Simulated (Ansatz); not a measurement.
WS₄. Charge 0, multiplicity 1. Geometry PBE-D4/def2-SVP, that of the neutral singlet.

```tsv
atom	x (Å)	y (Å)	z (Å)
W1	-0.185	-0.246	-0.353
S2	1.360	-1.576	-1.042
S3	-0.893	1.059	-1.925
S4	0.334	1.261	1.324
S5	-0.617	-0.499	1.996
```

In the def2 sets W takes a core potential; there is no spin–orbit coupling. At r2SCAN-D4/def2-TZVP, PBE0-D4/def2-TZVP the unrestricted singlet has broken spin symmetry (⟨S²⟩ up to 0.19). The structure comes from a short search, and lower isomers may exist.

Problem. Estimate the orbital energies around the gap (eV) in Ansatz with PBE-D4/def2-TZVP, r2SCAN-D4/def2-TZVP, PBE0-D4/def2-TZVP.

Solution. 
| orbital | PBE-D4/def2-TZVP | r2SCAN-D4/def2-TZVP | PBE0-D4/def2-TZVP |
| --- | --- | --- | --- |
| HOMO−5 | -8.23 | -8.59 | -9.51 |
| HOMO−4 | -7.70 | -8.00 | -8.87 |
| HOMO−3 | -7.51 | -7.82 | -8.67 |
| HOMO−2 | -7.23 | -7.52 | -8.37 |
| HOMO−1 | -6.35 | -6.59 | -7.40 |
| HOMO | -6.17 | -6.37 | -7.10 |
| LUMO | -5.22 | -5.45 | -4.84 |
| LUMO+1 | -3.91 | -3.95 | -3.28 |
| LUMO+2 | -3.66 | -3.65 | -2.95 |
| LUMO+3 | -2.85 | -2.81 | -2.19 |
| LUMO+4 | -2.82 | -2.79 | -2.14 |
| LUMO+5 | -1.82 | -1.69 | -1.04 |
| β HOMO | -6.17 | -6.53 | -7.38 |
| β LUMO | -5.22 | -4.87 | -4.18 |
